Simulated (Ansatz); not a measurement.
Born–Oppenheimer molecular dynamics of AlClH4O2Si (9 atoms, charge 0, multiplicity 1). It starts from a relaxed structure.

Method: RKS BLYP/6-31G (Ansatz).

```yaml
ensemble: NVE (velocity Verlet)
time_step: 1 fs
steps_asked: 250
starting_velocities_drawn_for: 1000 K
masses: H 3.016 u
seed: 658958
```

First frame:

```xyz
9
Properties=species:S:1:pos:R:3
Al -0.192 -0.266 0.097
Cl -0.108 0.487 2.174
O 1.216 -0.898 -0.611
Si 2.588 -1.549 -1.407
H 2.169 -2.694 -2.301
H 3.243 -0.475 -2.245
H 3.577 -2.058 -0.382
O -1.677 -0.201 -0.777
H -2.581 0.105 -0.590
```

(1) How far do the bonds stretch over the last three quarters of this one trajectory? (Pairs bonded in most of those frames.)

Results:

(1) 
```tsv
bond	mean (Å)	spread (Å)	shortest	longest
Al1–Cl2	2.207	0.057	2.11	2.32
Al1–O3	1.717	0.044	1.65	1.80
Al1–O8	1.723	0.040	1.66	1.80
O3–Si4	1.733	0.042	1.63	1.82
Si4–H5	1.516	0.029	1.46	1.58
Si4–H6	1.526	0.052	1.44	1.62
Si4–H7	1.525	0.043	1.45	1.60
O8–H9	0.979	0.047	0.90	1.06
```

Mean temperature of the second half: 494 K. The conserved energy stayed within 0.82 meV per atom of its start (net change 0.12 meV per atom), so the integration is sound. Over the second half the temperature averaged 0.49 of the 1000 K drawn at the start: a run that starts near a minimum puts about half its kinetic energy into the potential. A run of 0.25 ps of so small a system gives no equilibrium averages. Limits of this set-up: no polarisation functions.

Time of the run: 12 min on 1 thread of Arm Neoverse V2 (shared host), peak memory 0.11 GiB.
